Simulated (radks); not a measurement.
Species: Ar XV. Configuration: [He] 2s2. Calculated with a radial shooting solver on a logarithmic mesh with Libxc functionals: non-relativistic Kohn-Sham, PBE, spin-polarised, spherical densities, point nucleus.

Unscreened Slater integrals over Kohn-Sham orbitals (eV). They are taken over the spin-up orbitals. Empty in this configuration: 2p.

\begin{tabular}{lr}
integral & value \\ \hline
F0(2s,2s) & 67.493 \\
F0(2s,1s) & 94.339 \\
G0(2s,1s) & 9.2619 \\
F0(2s,2p) & 71.909 \\
G1(2s,2p) & 40.706 \\
F0(1s,1s) & 298.77 \\
F0(1s,2p) & 106.67 \\
G1(1s,2p) & 19.661 \\
F0(2p,2p) & 78.937 \\
F2(2p,2p) & 37.888 \\
\end{tabular}
